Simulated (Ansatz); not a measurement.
Input for Ansatz (a program for electronic structure): U-PBE/def2-TZVPP on CdH2O (SMILES [OH][CdH]), a point of a bond scan (R = 1.644 Å). Elements past Kr take the def2 small-core potentials; no spin–orbit coupling.

Ansatz 0.2 input:
```yaml
crystal:
  periodic: [false, false, false]
  atoms:
    - {symbol: Cd, position_ang: [-0.26732703, -0.09913817, -0.03051427]}
    - {symbol: H, position_ang: [-1.78778932, -0.69897841, -0.20661738]}
    - {symbol: O, position_ang: [1.61160576, 0.50063274, 0.17708425]}
    - {symbol: H, position_ang: [1.72664054, 1.45254853, 0.25462809]}
basis:
  gaussian:
    orbitals: def2-TZVPP
hamiltonian:
  xc: {name: PBE}
magnetization: {spin_polarized: true, initial_magnetization: 0}
```

The head of its log:

```
WARN ansatz: RAYON_NUM_THREADS=1 ignored (pool sized by the plan → 1); use --threads N
Functional definition: PBE
integrals: 0.03 GiB planned
651 factors; their error is unknown
mean field: 0.34 GiB planned
mean field evaluation 1: about -6634.0219 eV, gradient 5.2e1 eV
mean field evaluation 2: about -6484.4103 eV, gradient 1.5e2 eV
```

Q: Predict the final total energy.

A: -244.1416 hartree.
